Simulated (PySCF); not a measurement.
## Diatomics of H with the fifth-period p block

CCSD(T) with triple-zeta basis sets in PySCF, for the lowest determinant that a PBE0 search found; no spin–orbit coupling. De refers to high-spin ground-configuration atoms.

| M | basis | reference, frozen orbitals | state (unpaired electrons) | Re (Å) | ωe (cm⁻¹) | De (eV) |
| --- | --- | --- | --- | --- | --- | --- |
| In | x2c-TZVPPall | RHF, 18 | singlet (closed shell) | 1.836 | 1485 | 2.73 |
| Sn | x2c-TZVPPall | UHF, 18 | doublet (π ↑) | 1.767 | 1728 | 2.64 |
| Sb | x2c-TZVPPall | UHF, 18 | triplet (π ↑↑) | 1.708 | 1934 | 2.54 |
| Te | x2c-TZVPPall | UHF, 18 | doublet (π ↑) | 1.652 | 2148 | 2.91 |
| I | x2c-TZVPPall | RHF, 18 | singlet (closed shell) | 1.601 | 2351 | 3.42 |

The shortest bond is that of HI (1.601 Å), the longest that of InH (1.836 Å).

The state changes along the series, so neighbouring rows are not always alike in their bonding.

Correlated steps freeze 18 core orbitals. Spin–orbit coupling is left out, which matters for elements this heavy, above all for dissociation energies. Where the molecule has an RHF reference, its open-shell atoms are computed with UHF. States were picked by a PBE0 search and need not be the measured ground states.
